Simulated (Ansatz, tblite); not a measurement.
Spin states of the cluster AlF3 (the lowest singlet isomer of a short search), each relaxed with PBE-D4/def2-TZVP in Ansatz. Electronic energies in the gas phase.

The xTB rows come from tblite. Correlated methods freeze 8 core orbitals. In CCSD on the charge 0 triplet the largest single amplitude is 0.37, so its Hartree–Fock determinant may place the open shell otherwise than the density functionals do. In the quintet geometry the species has come apart into loosely held pieces. In the quintet, F2 and F3 lie 1.95 Å apart, F2 and F4 lie 1.95 Å apart (atoms count from 1), so these atoms are partly bonded to each other. The structure comes from a short search, and lower isomers may exist.

Singlet geometry (D3h within 0.1 Å):

```xyz
4

Al    0.0001   -0.0001   -0.0002
F     1.2057   -0.3795    1.0560
F    -1.3262   -0.9696   -0.1185
F     0.1204    1.3492   -0.9372
```

Triplet geometry (Cs within 0.1 Å):

```xyz
4

Al    0.574    0.034    0.376
F    -0.210   -1.287   -0.603
F     0.126    0.614   -1.290
F    -0.490    0.639    1.517
```

Quintet geometry (Cs within 0.1 Å):

```xyz
4

Al    0.242    0.626    1.093
F     0.038   -0.716   -1.127
F    -0.417   -1.088    0.728
F     0.137    1.177   -0.693
```

⟨S²⟩: triplet 2.01 at PBE0-D4/def2-TZVP (pure 2.00), quintet 6.01 at PBE0-D4/def2-TZVP (pure 6.00).

Run but left out: HF/STO-3G, HF/def2-TZVP, HF/def2-TZVPP, MP2/def2-TZVP, MP2/def2-TZVPP (triplet: a determinant that CCSD turns far, T1 0.059); HF/STO-3G, HF/def2-TZVP, HF/def2-TZVPP, MP2/def2-TZVP, MP2/def2-TZVPP (quintet: a determinant that CCSD turns far, T1 0.051).

Only these spin states were relaxed. The quintet has fallen apart into loose fragments. The quintet has other bonds than the singlet, so the gap mixes isomer and spin.

Problem. Estimate which spin state lies lowest at each of these levels, and by how much: GFN1-xTB; GFN2-xTB; PBE-D4/def2-TZVP; r2SCAN-D4/def2-TZVP; PBE0-D4/def2-TZVP; r2SCAN0-D4/def2-TZVP; BHLYP-D4/def2-TZVP; CAM-B3LYP-D4/def2-TZVP; ωB97X-V/def2-TZVP; RPA@PBE/def2-TZVP; CCSD/def2-TZVPP; CCSD(T)/def2-TZVPP.

Solution. 
| level | triplet − singlet (kcal/mol) | quintet − singlet (kcal/mol) | lowest of these | remarks |
| --- | --- | --- | --- | --- |
| GFN1-xTB | 94.4 | 372.0 | singlet | – |
| GFN2-xTB | 126.0 | 333.4 | singlet | – |
| PBE-D4/def2-TZVP | 125.2 | 287.9 | singlet | – |
| r2SCAN-D4/def2-TZVP | 129.4 | 295.2 | singlet | – |
| PBE0-D4/def2-TZVP | 134.3 | 304.2 | singlet | – |
| r2SCAN0-D4/def2-TZVP | 136.5 | 308.4 | singlet | – |
| BHLYP-D4/def2-TZVP | 143.4 | 322.6 | singlet | – |
| CAM-B3LYP-D4/def2-TZVP | 139.5 | 315.4 | singlet | – |
| ωB97X-V/def2-TZVP | 141.7 | 318.0 | singlet | – |
| RPA@PBE/def2-TZVP | 130.7 | 295.0 | singlet | – |
| CCSD/def2-TZVPP | 152.6 | 338.7 | singlet | large T1 (0.051) (quintet), large T1 (0.059) (triplet) |
| CCSD(T)/def2-TZVPP | 150.5 | 336.5 | singlet | large T1 (0.051) (quintet), large T1 (0.059) (triplet) |

Change of the quintet − singlet gap on mixing in exact exchange, in kcal/mol: PBE to PBE0 (25 % exact exchange) 16.4; r2SCAN to r2SCAN0 (25 % exact exchange) 13.2. The xTB methods have no spin-polarisation term.
